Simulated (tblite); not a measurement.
C3H6O3Si.
SMILES: `C[Si@H]1OCC(=O)O1`

Method: GFN2-xTB as coded in tblite; computed harmonic values from a numerical Hessian at the method's own geometry, unscaled. Against measured fundamentals such values can be off by several per cent, at times by over 20. Modes of hydrogen on silicon can be 10 to 20 % off.

Harmonic wavenumbers (cm⁻¹): 60.6, 93.2, 134.6, 166.8, 262.1, 454.6, 466.9, 546.1, 585.7, 614.7, 696.0, 759.4, 779.8, 819.3, 840.4, 868.4, 929.6, 951.0, 1096.4, 1144.7, 1180.2, 1253.3, 1371.1, 1435.1, 1455.8, 1470.6, 1820.0, 2334.0, 2934.7, 2954.5, 3025.4, 3064.4, 3067.7.

A = 4690, B = 1726, C = 1428 MHz; mass 118.009 u (most abundant isotopes); point group C1, symmetry number 1.

Q: Zero-point energy?

A: ½Σν̃ = 19819 cm⁻¹ = 237.08 kJ/mol.

Q: Give the ideal-gas entropy at 350 K and 1 bar in the rigid-rotor, harmonic-oscillator model (classical rotation).

A: Translation 171.69, rotation 117.99, vibration 98.60: S = 388.3 J/(mol K).

Q: And Cp and H(350 K) − H(0)?

A: Cp = 139.12 J/(mol K), of which vibrations give 105.87 (their classical limit is 33 R = 274.4); H(350 K) − H(0) = 29.93 kJ/mol without the zero-point energy, 18.29 from vibrations.

Q: What must be added to the electronic energy to get the Gibbs energy at 350 K and 1 bar?

A: ZPE + [H(350 K) − H(0)] − T·S = 237.08 + 29.93 − 135.89 = 131.12 kJ/mol.

Q: Which modes carry the vibrational entropy at 350 K?

A: 60.6 cm⁻¹: 19.89; 93.2 cm⁻¹: 16.34; 134.6 cm⁻¹: 13.34; 166.8 cm⁻¹: 11.61; 262.1 cm⁻¹: 8.09; 454.6 cm⁻¹: 4.23 J/(mol K); the other 27 give 25.10 together.

Hindered rotation and anharmonicity are outside this model. The structure is chiral; the term R ln 2 for an equal mix with its mirror image is left out.
